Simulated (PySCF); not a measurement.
A GIAO shielding run with PySCF (density fitting, non-relativistic, gas phase) on `C(S(C=C)(=O)=O)=C`, C₄H₆O₂S:

```
{"job": {"kind": "nmr", "xc": "PBE0", "basis": "pcSseg-1"}, "charge": 0, "multiplicity": 1}
C     -2.406108     0.232138     0.354644
C     -1.224513     0.727066     0.064294
S      0.003139    -0.305231    -0.751588
O     -0.598295    -1.571193    -1.073823
O      0.610696     0.458705    -1.807832
C      1.221989    -0.566873     0.546676
C      2.402514     0.002021     0.456201
H     -2.624529    -0.791236     0.094302
H     -3.184518     0.801485     0.836813
H     -0.891615     1.732002     0.253193
H      0.886468    -1.215048     1.336589
H      2.623189     0.616644    -0.402032
H      3.177195    -0.119994     1.196243
```

Hardware: 1 thread of an Arm Neoverse N1, shared host. The job also computes population analyses, field gradients.

Question: How large is the calculation?

Answer: 62 electrons, 156 basis functions and 831 auxiliary functions.

Question: How long does it take?

Answer: 26 s of wall time, with 14 SCF cycles and 5 response iterations. Times on a shared host scatter by some tens of per cent.
